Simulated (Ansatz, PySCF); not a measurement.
Spin gap between two states, R1 and P1; the higher of the two is an excited state, each structure at its B3LYP-D3(BJ)/def2-TZVP stationary point, reached from a drawn start (curvature not checked).
R1, O2S2 (SMILES O=[S][S]=O) (charge 0, multiplicity 1):
```xyz
4

O     -1.2776    -0.3832    -1.1368
S     -1.1147    -0.3343     0.3253
S      0.7186     0.2156     0.9472
O      1.6736     0.5020    -0.1357
```
P1, O2S2 (SMILES O=[S][S]=O) (charge 0, multiplicity 3):
```xyz
4

O     -0.992    -0.298    -1.809
S     -1.042    -0.313    -0.315
S      1.042     0.313     0.315
O      0.992     0.298     1.809
```

P less R. No zero-point or thermal terms; singlets are restricted closed shells; open shells are unrestricted. One arrangement of each flexible species, with no search for the lowest.

Cores are frozen in the correlated methods.

Programs: Ansatz (a program for electronic structure); PySCF for the D3/D4 terms. Each number belongs to the level named beside it.

| level | spin gap (kcal/mol) |
|---|---|
| HF/cc-pV(D+d)Z | -26.81 |
| r2SCAN-D3(BJ)/def2-TZVPP | 17.28 |
| B3LYP/def2-TZVPP | 13.23 |
| B3LYP-D4/def2-TZVPP | 13.40 |
| CAM-B3LYP/def2-TZVPP | 9.72 |
| B2PLYP-D3(BJ)/def2-TZVPP | 19.72 |
| MP2/cc-pV(Q+d)Z | 38.72 |
| CCSD/cc-pV(Q+d)Z | 13.57 |
| CCSD(T)/cc-pV(Q+d)Z | ___ |

Complete the blanks.


- CCSD(T)/cc-pV(Q+d)Z, spin gap (kcal/mol): 21.27
